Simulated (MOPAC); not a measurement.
A run for MOPAC: AM1 on GaSi, 2S+1 = 4, a spin state set in the input, which need not be the lowest, a point of a bond scan (R = 2.648 Å).

```
AM1 1SCF PRECISE CHARGE=0 UHF MS=1.5 THREADS=1
GaSi

Si     0.00000000 1     0.00000000 1     0.00000000 1
Ga     0.00000000 1     0.00000000 1     2.64770500 1
```

Output:

```
*******************************************************************************
 **                                                                           **
 **                              MOPAC v23.2.5                                **
 **                                                                           **
 *******************************************************************************
 ** MOPAC's Digital Object Identifier: https://doi.org/10.5281/zenodo.6511958 **
 **                                                                           **
 ** Please cite the open-source release paper for use of this MOPAC version:  **
 ** J. E. Moussa and J. J. P. Stewart (2026)                                  **
 ** MOPAC: An open-source semiempirical molecular orbital program             **
 ** J. Open Source Softw., 11(119), 8025, https://doi.org/10.21105/joss.08025 **
 *******************************************************************************

                              AM1 CALCULATION RESULTS

 *******************************************************************************
 *  AM1        - The AM1 Hamiltonian to be used
 *  UHF        - UNRESTRICTED HARTREE-FOCK CALCULATION
 *
 *
 *
 *                 CHARGE ON SYSTEM = 0
 *
 *
 *
 *  MS=        - IN MECI, MAGNETIC COMPONENT OF SPIN =  1.5
 *  PRECISE    - TIGHTER CRITERIA TO BE USED
 *  1SCF       - DO 1 SCF AND THEN STOP
 *  THREADS=1  - MULTI-THREADING NOT USED
 *  T=         - A TIME OF 172800.0 SECONDS REQUESTED
 *  DUMP=N     - RESTART FILE WRITTEN EVERY 7200.0 SECONDS REQUESTED
 *******************************************************************************
AM1 1SCF PRECISE CHARGE=0 UHF MS=1.5 THREADS=1
 GaSi

   ATOM   CHEMICAL          X               Y               Z
  NUMBER   SYMBOL      (ANGSTROMS)     (ANGSTROMS)     (ANGSTROMS)

     1      Si          0.00000000  *   0.00000000  *   0.00000000  *
     2      Ga          0.00000000  *   0.00000000  *   2.64770500  *



          CARTESIAN COORDINATES

    NO.       ATOM           X           Y           Z

     1        Si          0.0000      0.0000      0.0000
     2        Ga          0.0000      0.0000      2.6477

 Si: (AM1): M.J.S.DEWAR, C. JIE, ORGANOMETALLICS, 6, 1486-1490 (1987).
 Ga: (AM1): J. J. P. STEWART, J. MOL. MOD., 10, 155-164 (2004)

           Empirical Formula: Si Ga  =     2 atoms



      MOLECULAR POINT GROUP   :   C*v


          UHF CALCULATION, NO. OF ALPHA ELECTRONS =    5
                           NO. OF BETA  ELECTRONS =    2

 -------------------------------------------------------------------------------
 AM1 1SCF PRECISE CHARGE=0 UHF MS=1.5 THREADS=1
 GaSi



     1SCF WAS SPECIFIED, SO BFGS WAS NOT USED
     SCF FIELD WAS ACHIEVED


                              AM1 CALCULATION
                                                       MOPAC v23.2.5 Linux




          FINAL HEAT OF FORMATION =         38.46274 KCAL/MOL =     160.92810 KJ/MOL


          COSMO AREA              =        106.36 SQUARE ANGSTROMS
          COSMO VOLUME            =         94.80 CUBIC ANGSTROMS

          IONIZATION POTENTIAL    =          9.567439 EV
          ALPHA SOMO LUMO (EV)    =         -9.567 -2.327
          BETA  SOMO LUMO (EV)    =        -11.012 -1.525
          NO. OF ALPHA ELECTRONS  =          5
          NO. OF BETA  ELECTRONS  =          2
          MOLECULAR WEIGHT        =         97.8205         POINT GROUP:  C*v

          MOLECULAR DIMENSIONS (Angstroms)

            Atom       Atom       Distance
           Ga     2   Si     1     2.64771
           Ga     2   Si     1     0.00000
           Si     1   Ga     2     0.00000


          SCF CALCULATIONS        =          1





   ATOM   CHEMICAL          X               Y               Z
  NUMBER   SYMBOL      (ANGSTROMS)     (ANGSTROMS)     (ANGSTROMS)

     1      Si          0.00000000  *   0.00000000  *   0.00000000  *
     2      Ga          0.00000000  *   0.00000000  *   2.64770500  *

                             CARTESIAN COORDINATES

   1   Si        0.000000000     0.000000000     0.000000000
   2   Ga        0.000000000     0.000000000     2.647705000


           Empirical Formula: Si Ga  =     2 atoms



      MOLECULAR POINT GROUP   :   C*v


          ALPHA EIGENVALUES
 -13.53984 -11.87397 -10.65953  -9.98300  -9.56744  -2.32743  -0.76368   3.19112


           BETA EIGENVALUES
 -11.37797 -11.01246  -1.52500  -0.98026  -0.83266   0.01597   0.03885   3.01335


              NET ATOMIC CHARGES AND DIPOLE CONTRIBUTIONS

  ATOM NO.   TYPE          CHARGE      No. of ELECS.   s-Pop       p-Pop
    1         Si           0.196183        3.8038     1.00888     2.79494
    2         Ga          -0.196183        3.1962     0.00744     3.18875
 DIPOLE           X         Y         Z       TOTAL
 POINT-CHG.     0.000     0.000    -2.495     2.495
 HYBRID         0.000     0.000     0.500     0.500
 SUM            0.000     0.000    -1.995     1.995


          ATOMIC ORBITAL ELECTRON POPULATIONS

     Atom    s        px        py        pz
    1 Si   1.00888   1.01414   0.97679   0.80401
    2 Ga   0.00744   1.98586   0.02321   1.17968


                    (SZ)    =    1.500000
                    (S**2)  =    3.901454


          ATOMIC ORBITAL SPIN POPULATIONS

    Atom   Total    s     px     py     pz
         Atomic
    1 Si  3.3333  0.797  0.986  0.977  0.574
    2 Ga -0.3333  0.001  0.014  0.023 -0.372

 **********************
 *                    *
 * JOB ENDED NORMALLY *
 *                    *
 **********************




 == MOPAC DONE ==
```

The run finished. Its determinant has ⟨S²⟩ = 3.90, a mixture of spin states.

Cost: around 0.020 core-seconds (rough).
